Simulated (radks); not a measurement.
Task: All-electron atom: Fe IV in [Ar] 3d3.75 4s1.25 (fractional occupations, a model configuration). Calculated with a radial shooting solver on a logarithmic mesh with Libxc functionals: Dirac Kohn-Sham, LDA (Slater exchange, Perdew-Wang correlation), spin-unpolarised, spherical densities, finite nucleus; open shells are shared between the two j in proportion to 2j + 1; Fermi nuclear charge, rms radius 3.7377 fm. Some entries of the table are withheld. Estimate them.

| orbital | occ. | eigenvalue (hartree) | <r> (bohr) | r(max) (bohr) |
|---|---|---|---|---|
| 1s1/2 | 2 | -258.4012 | 0.05856 | 0.03833 |
| 2s1/2 | 2 | -31.93728 | 0.2674 | 0.2229 |
| 2p1/2 | 2 | (1) | 0.2338 | (2) |
| 2p3/2 | 4 | (3) | 0.2368 | (4) |
| 3s1/2 | 2 | -5.18689 | 0.7956 | (5) |
| 3p1/2 | 2 | -3.97398 | 0.8238 | 0.6989 |
| 3p3/2 | 4 | -3.91305 | 0.8321 | 0.7059 |
| 3d3/2 | 1.5 | -1.95013 | (6) | 0.6693 |
| 3d5/2 | 2.25 | -1.94274 | (7) | 0.6714 |
| 4s1/2 | 1.25 | -1.28589 | 2.156 | 1.942 |

Result: 
(1) 2p1/2 eigenvalue (hartree): -27.83213
(2) 2p1/2 r(max) (bohr): 0.1782
(3) 2p3/2 eigenvalue (hartree): -27.37504
(4) 2p3/2 r(max) (bohr): 0.1807
(5) 3s1/2 r(max) (bohr): 0.6955
(6) 3d3/2 <r> (bohr): 0.9229
(7) 3d5/2 <r> (bohr): 0.9259
